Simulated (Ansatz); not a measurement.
Ansatz (an electronic-structure program) input (RI-MP2/cc-pVTZ):
A basis named .json is the Basis Set Exchange file of that set.

Ansatz 0.2 input:
```yaml
crystal:
  periodic: [false, false, false]
  atoms:
    - {symbol: C, position_ang: [1.97518457, 0.44431675, -0.48896210]}
    - {symbol: C, position_ang: [1.04352864, -0.45606748, 0.22657747]}
    - {symbol: B, position_ang: [-0.52149741, -0.10149363, 0.11799552]}
    - {symbol: N, position_ang: [-1.44833039, -0.93857831, 0.78867027]}
    - {symbol: N, position_ang: [-0.94471770, 1.01827110, -0.63006881]}
    - {symbol: H, position_ang: [2.22844983, 0.27816808, -1.52737287]}
    - {symbol: H, position_ang: [2.36373562, 1.33740453, -0.01835835]}
    - {symbol: H, position_ang: [1.28651316, -0.48081253, 1.29624833]}
    - {symbol: H, position_ang: [1.15818634, -1.48556287, -0.13514393]}
    - {symbol: H, position_ang: [-2.44392490, -0.79993317, 0.78060660]}
    - {symbol: H, position_ang: [-1.16144948, -1.73806766, 1.32414381]}
    - {symbol: H, position_ang: [-1.90252791, 1.30129094, -0.74286218]}
    - {symbol: H, position_ang: [-0.28243826, 1.60763574, -1.10314147]}
basis:
  gaussian:
    orbitals: cc-pVTZ
    fitting: {mean_field: def2-universal-jkfit, correlation: cc-pVTZ-RIFIT.json}
magnetization: {spin_polarized: true, initial_magnetization: 1}
correlation: {method: mp2, electrons: outside_noble_gas}
```

End of the output:

```
integrals: 0.33 GiB planned
523 factors; integrals over basis functions are off by at most 9.1e-1 eV
0.62 GiB of device memory are held for the factors and their scratch space
mean field: 0.82 GiB planned
mean field evaluation 1: about -5820.8339 eV, gradient 3.4e1 eV
mean field evaluation 2: about -5825.1118 eV, gradient 1.6e1 eV
mean field evaluation 4: about -5826.1920 eV, gradient 8.8e-1 eV
mean field evaluation 8: about -5826.2048 eV, gradient 2.0e-6 eV
mean field -5826.20477612 eV, -214.1090763790 hartree, gradient 2.0e-6 eV, S^2 0.763551; 0 other end points of the search recorded, 0 dependent functions left out
5 core orbitals not correlated
645 factors; their error is unknown
reference -5826.20477612 eV, -214.1090763790 hartree; 15, 14 occupied and 242, 243 virtual orbitals, 645 factors
second order -23.06440510 eV of doubles, -0.00000000 eV of singles
Total energy: -5849.26918122 eV, -214.9566776329 hartree
```

It need not be the lowest isomer of its formula.
